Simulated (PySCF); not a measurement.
# Nb: excitation energy

Nb [Kr] 4d4 5s1 (6D) → Nb [Kr] 4d5 (6S), as a difference of total energies. All numbers are calculated (PySCF 2.14, scalar relativity by spin-free X2C-1e, in ANO-RCC-VTZP (7s6p4d2f1g, 68 functions)). Correlated levels: valence: [Kr] frozen; valence and next inner shell: [Ar] 3d10 frozen. The calculations carry no spin-orbit coupling.

```tsv
method	excitation energy (cm⁻¹)
UHF	13633
LDA	9164.0
PBE	9193.1
r2SCAN	11425
B3LYP	10230
M06-2X	10706
M06-L	10382
MP2 (valence)	11099
SCS-MP2 (valence)	12788
MP2 (valence and next inner shell)	10398
```

Question: Estimate what SCS-MP2 (valence and next inner shell) gives.

Answer: 12048 cm⁻¹, closest to r2SCAN among the rows shown.

Question: Estimate what PBE0 gives.

Answer: 9622.9 cm⁻¹, closest to PBE among the rows shown.

A first-order spin-orbit estimate (lowest level to lowest level, LS coupling) adds 0.084 eV.
